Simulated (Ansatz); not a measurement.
`CO[SiH](C)N` + CH₃NH₂ → `C[SiH](N)CN` + CH₃OH  (formal exchange of groups at the Si–O bond)

Isolated molecules relaxed with PBE0-D4/def2-TZVP in Ansatz; ΔE leaves out vibrations. CCSD(T)/CBS adds triple-zeta CCSD(T) − MP2 to the extrapolated MP2 energy (def2 sets, frozen cores). This one scheme is used for every species. DFT in def2-TZVPP. One conformer a species, not always the lowest.

CCSD(T)/CBS gives +118.2 kJ/mol.

(1) Another level gave +112.1 kJ/mol. Which?
A. SCS-MP2/def2-TZVPP
B. PBE0/def2-TZVPP
C. PBE-D4/def2-TZVPP
D. ωB97M-V/def2-TZVPP

Largest T1 diagnostic among the species: 0.010.

Results:

(1) B. PBE0 112.1, SCS-MP2/def2-TZVPP 122.6, ωB97M-V 117.2, PBE-D4 107.0 kJ/mol.

From PBE to PBE0 (25 % exact exchange), in def2-TZVPP and without D4, ΔE moves by +3.5 kJ/mol. In def2-TZVPP, CCSD(T) changes the Hartree–Fock value by −17.7 kJ/mol (the triples alone add −2.1 kJ/mol) and MP2 by −16.3 kJ/mol.
